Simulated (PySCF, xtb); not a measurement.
C2H8N2Si, SMILES C/C=N/[SiH2]N. The values are those of a single conformer.

Harmonic wavenumbers (cm⁻¹) from GFN2-xTB (xtb) at its own minimum, in rising order: 78, 114, 137, 163, 186, 273, 413, 509, 567, 607, 734, 753, 777, 798, 840, 894, 1015, 1024, 1114, 1342, 1379, 1458, 1460, 1536, 1772, 2212, 2284, 2790, 3005, 3016, 3059, 3472, 3504.

Problem. What does B3LYP-D3(BJ)/def2-SVP (PySCF) give at its own minimum? (Estimate from the structure and the level; the computed values follow.)

Solution. 83, 127, 167, 188, 230, 313, 414, 455, 568, 726, 787, 841, 851, 911, 925, 935, 972, 1096, 1127, 1365, 1404, 1435, 1449, 1549, 1771, 2175, 2244, 2899, 3019, 3086, 3148, 3560, 3650. Paired by order, the mean absolute difference is 48 cm⁻¹ and the zero-point energies are 61.9 and 63.6 kcal/mol.
